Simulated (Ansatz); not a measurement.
`CNBS` + HCl → `SBCl` + CH₃NH₂  (ligand exchange at a B–N bond)

Isolated molecules relaxed with PBE0-D4/def2-TZVP in Ansatz; ΔE leaves out vibrations. CCSD(T)/CBS is the MP2 limit (def2-TZVPP, def2-QZVPP) plus CCSD(T) − MP2 in def2-TZVPP, frozen cores. This one scheme is used for every species. Functionals use def2-TZVPP. B3LYP here is the variant with VWN-RPA as its local correlation; programs differ in this. HSE06 is defined as in plane-wave codes. One conformer a species, not always the lowest.

```json
{"level": "BLYP-D4", "ΔE (kJ/mol)": "40.6"}
{"level": "B97M-V", "ΔE (kJ/mol)": "35.2"}
{"level": "HSE06-D4", "ΔE (kJ/mol)": "39.3"}
{"level": "CAM-B3LYP-D4", "ΔE (kJ/mol)": "45.9"}
{"level": "ωB97M-V", "ΔE (kJ/mol)": "40.6"}
{"level": "B2PLYP", "ΔE (kJ/mol)": "39.4"}
{"level": "B3LYP", "ΔE (kJ/mol)": "39.3"}
{"level": "MP2/def2-QZVPP", "ΔE (kJ/mol)": "39.1"}
```

Q: What does CCSD(T)/CBS give? (Best estimate.)

A: Computed: +40.3 kJ/mol. The listed levels differ from it by 0.3, -5.1, -1.0, 5.6, 0.3, -0.9, -1.0, -1.2 kJ/mol.

Largest T1 diagnostic among the species: 0.013.

Leaving LDA and LC-ωPBE aside and taking each functional with its dispersion term where it has one, the values spread over 10.7 kJ/mol, from B97M-V to CAM-B3LYP-D4. LDA lies +13.2 kJ/mol from PBE without D4. From BLYP to BHLYP (50 % exact exchange), in def2-TZVPP and without D4, ΔE moves by +3.8 kJ/mol.
